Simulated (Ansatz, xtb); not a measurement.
System: ZrO, net charge 0, singlet state. SMILES: [O]=[Zr]
Geometry from a B3LYP-D3(BJ)/def2-TZVP (Ansatz, a quantum-chemistry and plane-wave program) optimisation:
```xyz
2

Zr     0.0000     0.0000    -0.2863
O      0.0000     0.0000     1.4315
```

Harmonic wavenumbers from GFN2-xTB (xtb, at its own minimum), cm⁻¹: 835.

Question: Give the harmonic wavenumbers at B3LYP-D3(BJ)/def2-TZVP (Ansatz, finite differences of forces, unscaled).

Answer: 1010 cm⁻¹. Zero-point energy 1.4 kcal/mol.

Question: From these and the geometry, give the ideal-gas thermochemistry at 298.15 K and 1 atm (rigid rotor, harmonic oscillator).

Answer: Point group C∞v, rotational symmetry number 1. Rotational constants 12.58, 12.58 GHz. S(trans) 39.93, S(rot) 14.31, S(vib) 0.09, S(elec, spin only) 0.00, S 54.3 cal/(mol K). H(298) - H(0) 2.10 kcal/mol; G - E(el) -12.7 kcal/mol.
